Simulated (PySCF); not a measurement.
## Electronic structure of Ge (germanium, neutral) at the BP86 level

Configuration: [Ar] 3d10 4s2 4p2, high-spin 3P determinant. All numbers are calculated (PySCF 2.14, a scalar-relativistic core potential, in cc-pVTZ-PP with ECP10MDF (5s4p3d1f, 39 functions)).

| Property | Result |
| --- | --- |
| Total energy | -294.6667 hartree |
| One-electron energy | -522.1673 hartree |
| Hartree (Coulomb) energy | 252.4117 hartree |
| Exchange-correlation energy | -24.9111 hartree |
| ⟨S²⟩ | 2.0018 |
| ⟨L²⟩ | 2.007 |
| Sum of ⟨r⟩ | 22.44 bohr |
| Sum of ⟨r²⟩ | 40.31 bohr² |
| Traceless quadrupole moment −½Σ⟨3z² − r²⟩ along its main axis | 3.69 e·bohr² |
| Time after the integrals | 0.35 s of wall time on 1 thread of Neoverse-V1 (shared host) |

```json
{"shell": "3s α", "electrons": "1", "mean orbital energy (hartree)": "-6.08682", "spread (hartree)": "0", "rms radius, mean of both spins (bohr)": "0.673"}
{"shell": "3s β", "electrons": "1", "mean orbital energy (hartree)": "-6.08448", "spread (hartree)": "0", "rms radius, mean of both spins (bohr)": "0.673"}
{"shell": "3p α", "electrons": "3", "mean orbital energy (hartree)": "-4.24090", "spread (hartree)": "0.01127", "rms radius, mean of both spins (bohr)": "0.706"}
{"shell": "3p β", "electrons": "3", "mean orbital energy (hartree)": "-4.23825", "spread (hartree)": "0.01415", "rms radius, mean of both spins (bohr)": "0.706"}
{"shell": "3d α", "electrons": "5", "mean orbital energy (hartree)": "-1.10738", "spread (hartree)": "0.01046", "rms radius, mean of both spins (bohr)": "0.823"}
{"shell": "3d β", "electrons": "5", "mean orbital energy (hartree)": "-1.10227", "spread (hartree)": "0.01537", "rms radius, mean of both spins (bohr)": "0.823"}
{"shell": "4s α", "electrons": "1", "mean orbital energy (hartree)": "-0.44940", "spread (hartree)": "0", "rms radius, mean of both spins (bohr)": "2.28"}
{"shell": "4s β", "electrons": "1", "mean orbital energy (hartree)": "-0.40258", "spread (hartree)": "0", "rms radius, mean of both spins (bohr)": "2.28"}
{"shell": "4p α", "electrons": "2", "mean orbital energy (hartree)": "-0.16229", "spread (hartree)": "0", "rms radius, mean of both spins (bohr)": "3.10"}
```

Energies and moments cover only the electrons outside the core potential.
